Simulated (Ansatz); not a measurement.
Consider the redistribution: `[BH2][AlH][SiH3]` + `C[CH2][AlH][AlH2]` → `C[CH2][AlH][AlH][SiH3]` + `[BH2][AlH2]`.

Computed with Ansatz on PBE0-D4/def2-TZVP structures; ΔE is electronic, products minus reactants. CBS: MP2 limit from def2 TZ/QZ plus the TZ coupled-cluster correction, frozen cores. This one scheme is used for every species. DFT in def2-TZVPP. One conformer a species, not always the lowest.

| level | ΔE (kJ/mol) | difference from CCSD(T)/CBS |
| --- | --- | --- |
| PBE-D4 | -1.1 | 1.0 |
| r2SCAN-D4 | -1.4 | 0.7 |
| PBE0-D4 | -1.6 | 0.5 |
| ωB97M-V | -2.4 | -0.3 |
| B2PLYP | -1.3 | 0.8 |
| PBE | -0.3 | 1.8 |
| r2SCAN | -1.0 | 1.1 |
| PBE0 | -0.9 | 1.2 |
| HF/def2-TZVPP | -0.8 | 1.3 |
| MP2/def2-TZVPP | -2.6 | -0.5 |
| SCS-MP2/def2-TZVPP | -2.2 | -0.1 |
| CCSD/def2-TZVPP | -1.7 | 0.4 |
| CCSD(T)/def2-TZVPP | -2.0 | 0.1 |
| HF/def2-QZVPP | -0.8 | 1.3 |
| HF/CBS(def2) | -0.8 | 1.3 |
| MP2/CBS(def2) | -2.7 | -0.6 |
| CCSD(T)/CBS | -2.1 | 0 |

Largest T1 diagnostic among the species: 0.013.
